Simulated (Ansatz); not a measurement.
`[F][Hf]([F])([F])[I]` and `[F][Hf]([F])([Cl])[I]` differ in one atom or group.

Ansatz, PBE0-D4/def2-TZVP geometries, multiplicity 1. 

Elements past krypton have def2 core potentials.

```tsv
property	`[F][Hf]([F])([F])[I]`
HOMO–LUMO gap (PBE0/def2-TZVPP) / eV	6.98
HOMO–LUMO gap (PBE/def2-TZVPP) / eV	5.00
ideal-gas entropy at 298 K and 1 bar (rigid rotor, harmonic PBE0-D4/def2-TZVP) / J/(mol·K)	372
HOMO energy (PBE0/def2-TZVPP) / eV	-8.39
HOMO energy (ωB97M-V/def2-TZVPP) / eV	-10.47
size of the dipole moment (ωB97M-V/def2-TZVPP) / D	0.07
```

Give the same properties after the change, and the shifts. (Estimate.)

The calculation gave: 
```tsv
property	`[F][Hf]([F])([Cl])[I]`	shift
HOMO–LUMO gap (PBE0/def2-TZVPP) / eV	6.49	-0.49
HOMO–LUMO gap (PBE/def2-TZVPP) / eV	4.58	-0.42
ideal-gas entropy at 298 K and 1 bar (rigid rotor, harmonic PBE0-D4/def2-TZVP) / J/(mol·K)	392	20
HOMO energy (PBE0/def2-TZVPP) / eV	-8.40	-0.01
HOMO energy (ωB97M-V/def2-TZVPP) / eV	-10.47	0.00
size of the dipole moment (ωB97M-V/def2-TZVPP) / D	0.14	0.07
```

Dipoles are sizes alone; their direction can turn.

Spin–orbit coupling is left out; it splits and shifts lone-pair levels of the heavy atoms by tenths of an eV.
